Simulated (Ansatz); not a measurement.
C3H7, doublet, at a GFN2-xTB geometry. Base run: HF/def2-SVP (Ansatz, a program for electronic structure).

Geometry (Å):
```xyz
10

C      0.0086     0.1188     0.5725
C     -0.0014     1.2763    -0.3363
C     -0.0063    -1.2195    -0.1991
H     -0.8734     0.1393     1.2191
H      0.9030     0.1375     1.2001
H     -0.0040    -2.0531     0.4992
H      0.9167     1.6847    -0.7118
H     -0.9220     1.6170    -0.7692
H     -0.8954    -1.2846    -0.8212
H      0.8699    -1.2941    -0.8384
```
Charge 0, spin multiplicity 2.
Orbitals are unrestricted.
All else is at Ansatz's defaults.
Base energy -117.54848 Eh.

Variants of this job, named by their change:

| change | ΔE vs base (kcal/mol) |
|---|---|
| base | 0.000 |
| lower_state_search = full | 0.000 |
| lower_state_search = light | 0.000 |
| fitting.mean_field = def2-universal-JKFIT | 0.011 |
| nuclear_model = gaussian | 0.006 |
| accuracy = high | -0.005 |
| point_charge = charge:1.0 position_ang:-4.9066, 1.3375, -0.2127 | -0.421 |
| lower_state_search = off | 0.000 |
| point_charge = charge:0.5 position_ang:-2.5815, -4.3902, -1.0015 | -0.431 |
| forces = on | -0.004 |
| point_charge = charge:-1.0 position_ang:3.8978, -3.3492, 0.535 | -1.45 |
